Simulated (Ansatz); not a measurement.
Reaction (cleavage of the Al–Si bond): `[SiH3][AlH][Br]` + CH₃OH → `C[O][AlH][Br]` + SiH₄

Isolated molecules relaxed with PBE0-D4/def2-TZVP in Ansatz; ΔE leaves out vibrations. CCSD(T)/CBS adds triple-zeta CCSD(T) − MP2 to the extrapolated MP2 energy (def2 sets, frozen cores). This one scheme is used for every species. Functionals use def2-TZVPP. For Br outer-core shells are correlated without core-valence functions, which leaves a few kJ/mol of doubt a bond. Scalar relativity is left out up to krypton. One conformer a species, not always the lowest.

```tsv
level	ΔE (kJ/mol)	difference from CCSD(T)/CBS
LDA (SPW92)	-122.2	13.2
PBE-D4	-116.4	19.0
revPBE-D4	-117.8	17.6
B97M-V	-135.7	-0.3
PBE0-D4	-119.4	16.0
ωB97X-V	-135.6	-0.2
PBE-QIDH	-131.6	3.8
LC-ωPBE	-130.2	5.2
CCSD/def2-SVP	-144.3	-8.9
SCS-MP2/def2-TZVPP	-148.9	-13.5
CCSD(T)/CBS	-135.4	0
```

Largest T1 diagnostic among the species: 0.011.

At CCSD(T), def2-SVP lies −8.3 kJ/mol from the extrapolated value and def2-TZVPP −2.0 kJ/mol. Leaving LDA and LC-ωPBE aside and taking each functional with its dispersion term where it has one, the values, not all of them listed here, spread over 30.1 kJ/mol, from CAM-B3LYP-D4 to PBE-D4. LDA lies −6.9 kJ/mol from PBE without D4. From BLYP to BHLYP (50 % exact exchange), in def2-TZVPP and without D4, ΔE moves by −8.5 kJ/mol.
